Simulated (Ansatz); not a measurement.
`[CH3][GeH]([F])[SiH3]` + `[OH][GeH2][I]` → `C[O][GeH2][I]` + `[F][GeH2][SiH3]`  (substitution at a C–Ge bond)

Gas-phase electronic energies from Ansatz, PBE0-D4/def2-TZVP geometries. CCSD(T)/CBS adds triple-zeta CCSD(T) − MP2 to the extrapolated MP2 energy (def2 sets, frozen cores). Functionals use def2-TZVPP. def2 core potentials past Kr. For Ge, I outer-core shells are correlated without core-valence functions, which leaves a few kJ/mol of doubt a bond. Scalar relativity is left out up to krypton. One conformer a species, not always the lowest.

```
        level  ΔE (kJ/mol)
 CAM-B3LYP-D4         95.4
CCSD/def2-SVP         84.2
```

Question: What does CCSD(T)/CBS give? (An estimate is asked.)

Answer: Ansatz gave: +104.4 kJ/mol. The listed levels differ from it by -9.0, -20.2 kJ/mol.

Largest T1 diagnostic among the species: 0.012.

In def2-TZVPP, CCSD(T) changes the Hartree–Fock value by +13.4 kJ/mol (the triples alone add +1.1 kJ/mol) and MP2 by +20.9 kJ/mol. Leaving LDA and LC-ωPBE aside and taking each functional with its dispersion term where it has one, the values, not all of them listed here, spread over 9.6 kJ/mol, from CAM-B3LYP-D4 to PBE-QIDH. At CCSD(T), def2-SVP lies −20.2 kJ/mol from the extrapolated value and def2-TZVPP −2.2 kJ/mol.
